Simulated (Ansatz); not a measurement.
**Four-centre ligand exchange**

Start structure (SiH3Cl2OF, singlet), relaxed at PBE0-D4/def2-TZVP:

| atom | x (Å) | y (Å) | z (Å) |
| --- | --- | --- | --- |
| Si1 | -0.4134 | -0.8915 | -0.1741 |
| O2 | 0.6153 | 0.2971 | 0.2925 |
| Cl3 | 0.4908 | -2.1074 | -1.5284 |
| Cl4 | -0.9593 | -2.0141 | 1.4296 |
| H5 | -1.5757 | -0.2229 | -0.7652 |
| H6 | 0.3061 | 1.9898 | 0.0875 |
| F7 | 0.0870 | 2.8878 | -0.0489 |
| H8 | 1.4492 | 0.0612 | 0.7069 |

The step: SiH₂Cl₂O ([OH][SiH]([Cl])[Cl]) + HF → SiHCl₂F ([F][SiH]([Cl])[Cl]) + H₂O; bonds formed: Si1–F7, O2–H6; bonds broken: Si1–O2, H6–F7. Computed with Ansatz 0.2.0 (basis: def2-TZVPP and def2-QZVPP); correlated methods freeze the cores. Extrapolation: Hartree–Fock as exp(−7.88 √X), correlation as X^−2.97. Energies below are by CCSD(T) at an estimated basis limit (MP2 extrapolated from triple and quadruple zeta, plus CCSD(T) − MP2 in triple zeta).

Q: What are the electronic barrier and the energy of the step, from the start structure to the end structure? (Judge from chemistry; the value comes from the calculation.)

A: Computed: Barrier 106.1 kJ/mol; step energy -16.5 kJ/mol (downhill); reverse barrier, their difference, 122.6 kJ/mol. Barrier and step energy count from the start structure, the reverse barrier from the end structure.

The saddle point: One imaginary mode of 783i cm⁻¹.
| pair | start (Å) | saddle (Å) | end (Å) |
| --- | --- | --- | --- |
| Si1–F7 | 3.81 | 1.93 | 1.59 |
| O2–H6 | 1.73 | 1.13 | 0.96 |
| Si1–O2 | 1.64 | 1.77 | 3.44 |
| H6–F7 | 0.93 | 1.23 | 2.41 |

Zero-point energy (harmonic, PBE0-D4): ZPE is 102.0 kJ/mol at the start and 98.0 kJ/mol at the saddle, so the barrier goes from 106.1 to 102.0 kJ/mol.

T1 diagnostic: at most 0.011.

Steps of this kind, hydrogen fluoride cutting a network bond, underlie vapour etching and the fluorination step of atomic layer etching.

Labels in which every atom is bracketed show which atoms are joined, not bond orders.

For scale, one of the runs: CCSD(T)/def2-TZVPP, 230 basis functions, launched by `ansatz run in.yaml --threads 4 --pin off --events-out ev --progress --plain --max-ram 9574MiB`. Time: 100 s of wall clock on 4 CPU threads of an Intel Xeon; the host was shared. Peak host memory: 3.8 GiB.
